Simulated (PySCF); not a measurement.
H₄Cl₄Si₃, SMILES Cl[SiH](Cl)[SiH2][SiH](Cl)Cl, PBE0/def2-SVP optimised geometry.

```
11

Si    -0.69     1.03     0.00
Cl    -1.38     2.98     0.00
Cl     1.38     1.03     0.00
Si    -1.34    -0.05    -1.97
Si    -0.15    -2.07    -2.06
Cl    -0.92    -3.28    -3.54
Cl    -0.44    -2.98    -0.21
H     -1.15     0.38     1.26
H     -2.80    -0.35    -1.96
H     -0.99     0.82    -3.14
H      1.31    -1.94    -2.28
```

Density from PBE0/def2-TZVP (PySCF) at that geometry.

Minimum of the electron density along straight lines between bonded atoms, close to the bond critical point (lines longer than 1.1 times the sum of covalent radii, or with two minima, are not listed):

```csv
bond,length / Å,ρ at the minimum / e bohr⁻³,∇²ρ there / e bohr⁻⁵,position (fraction from the first atom)
Si1–Cl2,2.066,0.098,0.22,0.36
Si1–Cl3,2.072,0.097,0.21,0.36
Si1–Si4,2.340,0.095,-0.16,0.62
Si4–Si5,2.340,0.095,-0.16,0.38
Si5–Cl6,2.066,0.098,0.22,0.36
Si5–Cl7,2.072,0.097,0.21,0.36
Si1–H8,1.485,0.126,0.12,0.49
Si4–H9,1.494,0.118,0.16,0.49
Si4–H10,1.494,0.118,0.16,0.49
Si5–H11,1.485,0.126,0.12,0.49
```
